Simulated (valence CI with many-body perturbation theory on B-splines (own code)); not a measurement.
Au LXIV: what each term of the Hamiltonian does

Calculated by configuration interaction combined with many-body perturbation theory (CI+MBPT): six valence electrons over a frozen Dirac-Fock core [Ne], a basis of 9 s, 9 p, 8 d, 6 f, 3 g, 1 h functions for each j, with the one-electron correlation potential Σ1 (screened to all orders), the two-electron term Σ2, the three-electron term Σ3, Breit, model QED; selected single and double excitations, second order for the rest, scaled by the run's own slope (own B-spline code, finite nucleus).

No measured spectrum was set against this ion. As an estimate, large intervals hold to a few tenths of a per cent, small ones and those within an open d or f shell to about a per cent. Among the levels kept, up to 1000 cm⁻¹ of a level comes from second order outside the variational space, and about a tenth of that is noise between levels of different J, which matters for small intervals.

Each rung adds one term. CI alone is the Dirac-Coulomb CI over the frozen core; QED comes last and gives the full result, which names the levels. Energies are above (3s^2 3p1/2^2 3p3/2^2) J=2 on the same rung, in eV.

Levels are named by their leading jj configuration (3d3/2^4 stands for four electrons in 3d with j = 3/2), which in mixed levels can hold well under half, so a name can repeat and another be missing.

```
                         Level  CI alone      Σ1      Σ2      Σ3   Breit     QED    Full
    (3s^2 3p1/2^2 3p3/2^2) J=0     21.02  +0.001  -0.032  -0.054  +0.639  -0.007   21.56
(3s^2 3p1/2^2 3p3/2 3d3/2) J=2    258.39  -0.265  -0.406  -0.236  -0.752  -1.172  255.56
(3s^2 3p1/2^2 3p3/2 3d3/2) J=1    267.81  -0.264  -0.415  -0.264  -0.613  -1.184  265.07
(3s^2 3p1/2^2 3p3/2 3d3/2) J=0    267.22  -0.264  -0.349  -0.244  +0.088  -1.178  265.27
(3s^2 3p1/2^2 3p3/2 3d3/2) J=3    268.93  -0.263  -0.392  -0.283  -1.378  -1.166  265.45
(3s^2 3p1/2^2 3p3/2 3d5/2) J=4    374.48  -0.078  -0.355  -0.283  -4.107  -0.882  368.77
(3s^2 3p1/2^2 3p3/2 3d5/2) J=2    382.20  -0.079  -0.500  -0.312  -3.583  -0.911  376.81
(3s^2 3p1/2^2 3p3/2 3d5/2) J=3    402.84  -0.082  -0.724  -0.469  -3.859  -0.893  396.81
(3s^2 3p1/2^2 3p3/2 3d5/2) J=1    414.43  -0.078  -0.594  -0.517  -2.976  -0.898  409.36
      (3s^2 3p1/2 3p3/2^3) J=1    481.73  +0.224  +0.252  -0.011  -5.220  +0.460  477.44
      (3s^2 3p1/2 3p3/2^3) J=2    492.60  +0.224  +0.187  -0.042  -5.793  +0.461  487.64
    (3s^2 3p1/2^2 3d3/2^2) J=2    527.80  -0.529  -0.758  -0.518  -1.505  -2.347  522.15
    (3s^2 3p1/2^2 3d3/2^2) J=0    553.55  -0.523  -0.688  -0.591  -0.382  -2.349  549.02
(3s^2 3p1/2^2 3d3/2 3d5/2) J=3    648.87  -0.344  -0.892  -0.600  -4.538  -2.076  640.42
(3s^2 3p1/2^2 3d3/2 3d5/2) J=2    660.75  -0.343  -0.925  -0.624  -4.327  -2.077  652.45
(3s^2 3p1/2^2 3d3/2 3d5/2) J=4    667.31  -0.341  -0.887  -0.669  -5.642  -2.079  657.69
(3s^2 3p1/2^2 3d3/2 3d5/2) J=1    665.22  -0.342  -0.931  -0.627  -3.243  -2.083  657.99
      (3s 3p1/2^2 3p3/2^3) J=2    687.69  -0.053  -0.107  +0.147  -1.605  -4.510  681.56
      (3s 3p1/2^2 3p3/2^3) J=1    709.27  -0.049  -0.200  +0.057  -2.813  -3.142  703.12
```

The middle columns are the shifts that each term adds.

(1) How does the ionisation energy move along the ladder, and which term matters most?

Results:

(1) CI alone 7006.9, + Σ1 7007.9, + Σ2 7008.2, + Σ3 7007.4, + Breit 7000.9, + QED 7000.1 eV. The largest step is Breit, -6.5 eV. NIST lists 6997 ± 19 eV (theoretical).
